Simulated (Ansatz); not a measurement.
C₃H₈Cl₂GaN (`CC(C)[NH][Ga]([Cl])[Cl]`) at its PBE0-D4/def2-TZVP geometry, where that method's forces vanish. Total charge 0; spin multiplicity 1.

```xyz
15

C    -0.6057   -0.1311   -1.6131
C    -0.3105   -0.2944   -0.1293
C     0.1366   -1.7122    0.1951
N     0.6735    0.6781    0.3171
Ga    0.4417    1.9679    1.5380
Cl   -1.4399    2.1930    2.5051
Cl    2.0246    3.2931    2.0457
H    -0.9581    0.8790   -1.8294
H     0.2979   -0.3093   -2.2048
H    -1.3665   -0.8426   -1.9434
H    -1.2325   -0.0913    0.4268
H     0.3126   -1.8277    1.2660
H    -0.6155   -2.4422   -0.1140
H     1.0678   -1.9492   -0.3295
H     1.5738    0.5887   -0.1301
```

What forces (eV/Å) does B3LYP-D4/def2-TZVPP give on these atoms in Ansatz 0.2.0? (An estimate is asked.)

Computed: 
```
C1  -0.059  0.036 -0.226
C2  -0.254 -0.024  0.083
C3   0.060 -0.219  0.066
N4   0.200  0.023 -0.062
Ga5  0.020 -0.017 -0.024
Cl6 -0.239  0.025  0.120
Cl7  0.205  0.168  0.063
H8   0.015 -0.054 -0.001
H9  -0.046  0.013  0.018
H10  0.034  0.040  0.005
H11  0.063 -0.021 -0.044
H12 -0.007 -0.007 -0.055
H13  0.041  0.025  0.021
H14 -0.040  0.002  0.031
H15  0.007  0.009  0.005
```

B3LYP here is the variant with VWN-RPA as its local correlation; programs differ in this.
